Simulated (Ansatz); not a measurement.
Relaxation of CH2BNO2 (7 atoms, charge 0, multiplicity 1), to a largest force component of 0.02 eV/Å in at most 40 steps.

Level of theory: RKS PBE0-D4/def2-SVP in Ansatz 0.2.0.

```xyz
7
Properties=species:S:1:pos:R:3
O -1.480 1.132 0.696
B -0.512 0.287 0.130
N 0.572 0.394 -0.859
C 0.993 -0.864 -0.673
O -0.115 -1.089 0.260
H -1.104 1.589 1.484
H 1.707 -1.517 -1.084
```

Problem. Where does it end, and by what steps?

Solution. The run converged. After 12 steps the energy has fallen by 2.224 eV; H6 moved furthest, 0.61 Å. Joined: B2–C4.

| step | energy less start (eV) | largest force component (eV/Å) | accepted |
| --- | --- | --- | --- |
| 0 | 0.0000 | 7.761 | yes |
| 1 | -1.4273 | 3.576 | yes |
| 2 | -1.3679 | 3.202 | no |
| 3 | -1.7379 | 1.509 | yes |
| 4 | -1.8771 | 0.759 | yes |
| 5 | -2.0215 | 1.349 | yes |
| 6 | -2.0379 | 3.249 | yes |
| 7 | -2.2099 | 0.823 | yes |
| 8 | -2.2154 | 0.233 | yes |
| 9 | -2.2216 | 0.353 | yes |
| 10 | -2.2233 | 0.082 | yes |
| 11 | -2.2237 | 0.032 | yes |
| 12 | -2.2237 | 0.010 | yes |

```xyz
7
Properties=species:S:1:pos:R:3
O -1.276 0.821 1.005
B -0.363 0.182 0.287
N 0.755 0.545 -0.634
C 0.824 -0.732 -0.642
O -0.169 -1.233 0.182
H -1.208 1.779 0.916
H 1.497 -1.431 -1.160
```

Run time: 34 s on 1 CPU thread of a shared host.
